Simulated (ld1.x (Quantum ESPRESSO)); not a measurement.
**What the settings do to the PAW potential of zirconium (Zr)**

Base potential:

ld1.x (Quantum ESPRESSO) 7.5 input, shortened:

```
&input
   title='Zr', zed=40., rel=2, dft='PZ', iswitch=3,
   config='[Kr] 4d2 5s1.75 5p0', rel_dist='average'
 /
 &inputp
   pseudotype=3, lpaw=.true., tm=.true., lloc=-1, rcloc=2.45,
   nlcc=.true., rcore=2.45,
   which_augfun='BESSEL', rmatch_augfun=1.65
 /
6
5S  1  0   1.75   0.00  2.65  3.10  0.0
5S  1  0   0.00   4.95  2.65  3.10  0.0
4P  2  1   6.00   0.00  2.10  2.45  0.0
5P  3  1   0.00   0.00  2.10  2.45  0.0
4D  3  2   2.00   0.00  2.05  2.55  0.0
4D  3  2   0.00   0.25  2.05  2.55  0.0
 &test
   configts(1)='4p6 4d2 5s1.75 5p0'
 /
```

Open shells are filled in proportion to 2j + 1 (rel_dist='average').

Cutoffs, loose and tight: the cutoffs (Ry, on a coarse ladder) from which the occupation-weighted sum of valence levels, in a spherical-Bessel basis at the reference potential, stays within 10 and 1 mRy of its value at 400 Ry. They do not see the model core or the augmentation charge, which bear on the density cutoff. Test errors are all-electron minus pseudo excitation energies from the reference, over the configurations 4p6 4d2 5s2 5p0; 4p6 4d2 5s1 5p0; 4p6 4d2 5s0 5p0; 4p6 4d2 5s0 5p2; 4p6 4d3 5s1 5p0; 4p6 4d2.5 5s1.5 5p0; 4p6 4d1 5s2 5p1. A dash means not determined; rows that change the core or the reference have their own tests. The largest error is taken over the tests solved by every variant that gives reliable tests at all: 4p6 4d2 5s0 5p0; 4p6 4d2 5s1 5p0; 4p6 4d2 5s2 5p0.

Cutoffs are not given where the Bessel-basis levels miss the radial ones by over 6 mRy, ghosts where they miss by over 20 mRy; a channel whose overlap is not positive is not tested.

```tsv
change	outcome	bound ghosts	largest test error (meV)
base	generated	not determined	+4.9
waves 4p (bound): rcut 1.52, rcutus 1.62 bohr; 5p (bound): rcut 1.52, rcutus 1.62 bohr	failed: new_paw_hamiltonian: negative rho	–	–
waves 4p (bound): rcut 1.88, rcutus 2.00 bohr; 5p (bound): rcut 1.88, rcutus 2.00 bohr	generated	not determined	+7.5
waves 4p (bound): rcut 2.02, rcutus 2.14 bohr; 5p (bound): rcut 2.02, rcutus 2.14 bohr	generated	not determined	+4.8
waves 4p (bound): rcut 2.10, rcutus 2.48 bohr; 5p (bound): rcut 2.10, rcutus 2.48 bohr	generated	not determined	+5.6
waves 4p (bound): rcut 2.10, rcutus 2.78 bohr; 5p (bound): rcut 2.10, rcutus 2.78 bohr	generated	not determined	+16
waves 4p (bound): rcut 2.10, rcutus 3.04 bohr; 5p (bound): rcut 2.10, rcutus 3.04 bohr	generated	not determined	+0.3
waves 4p (bound): rcut 2.10, rcutus 3.38 bohr; 5p (bound): rcut 2.10, rcutus 3.38 bohr	generated	not determined	+0.4
waves 4p (bound): rcut 2.10, rcutus 3.64 bohr; 5p (bound): rcut 2.10, rcutus 3.64 bohr	generated	not determined	+1.3
```

Reading the sweep of the p radius (base included, trends over the rows without a ghost): The generation fails at 1.62 bohr.
